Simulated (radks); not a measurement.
Values are calculated unless marked as measured or tabulated.
Valence configurations of Au IV (all share [Xe]). Code: a radial shooting solver on a logarithmic mesh with Libxc functionals. Model: Dirac Kohn-Sham, PBEsol, spin-unpolarised, spherical densities, point nucleus; open shells fill j = l - 1/2 first. Energies are relative to 4f14 5d8; eigenvalues in eV.

valence           E (eV)  e(4f5/2)  e(4f7/2)  e(5d3/2)  e(5d5/2)  e(6p1/2)
4f14 5d8           0.000   -119.41   -115.59   -41.633   -39.782         -
4f14 5d7 6s1       7.233   -123.58   -119.76   -44.583   -42.648         -
4f14 5d7.5 6p0.5   7.601   -122.06   -118.25   -43.615   -41.715   -26.025
4f14 5d7 6p1      15.692   -124.74   -120.92   -45.594   -43.644   -26.968
4f14 5d6 6s2      15.781   -127.88   -124.06   -47.578   -45.557         -
4f13.5 5d8 6s0.5  42.959   -127.57   -123.69   -44.087   -42.119         -
4f13 5d9          80.945   -131.61   -127.68   -43.536   -41.535         -
4f13 5d8 6s1      89.489   -135.92   -131.98   -46.610   -44.523         -
4f13 5d8 6p1      98.106   -137.08   -133.14   -47.634   -45.532   -27.330
4f13 5d7 6s2      99.440   -140.36   -136.42   -49.724   -47.549         -

NIST lists [Xe] 4f14 5d8 as the ground configuration; this level of theory agrees among the configurations tried. The energies are those of spherical spin-averaged densities, not of single terms.
